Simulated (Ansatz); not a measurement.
`Cl[CH2][ZnH]` + NH₃ → `[NH2][ZnH]` + `CCl`  (ligand exchange at a Zn–C bond)

Calculated with Ansatz (gas phase, PBE0-D4/def2-TZVP geometries, no zero-point term in ΔE). CCSD(T)/CBS adds triple-zeta CCSD(T) − MP2 to the extrapolated MP2 energy (def2 sets, frozen cores). This one scheme is used for every species. For Zn outer-core shells are correlated without core-valence functions, which leaves a few kJ/mol of doubt a bond. Scalar relativity is left out up to krypton.

| species | SCS-MP2/def2-TZVPP energy (Eh) |
| --- | --- |
| `Cl[CH2][ZnH]` | -2277.73696 |
| NH₃ | -56.45777 |
| `[NH2][ZnH]` | -1834.69560 |
| `CCl` | -499.51553 |

Task: Work out ΔE.

Result: ΔE = (-1834.69560) + (-499.51553) − (-2277.73696) − (-56.45777) = -0.01640 Eh = -0.45 eV. CCSD(T)/CBS gives -0.40 eV.

Largest T1 diagnostic among the species: 0.016.

Leaving LDA and LC-ωPBE aside and taking each functional with its dispersion term where it has one, the values, not all of them listed here, spread over 0.09 eV, from CAM-B3LYP-D4 to revPBE-D4. At CCSD(T), def2-SVP lies +0.07 eV from the extrapolated value and def2-TZVPP −0.00 eV.
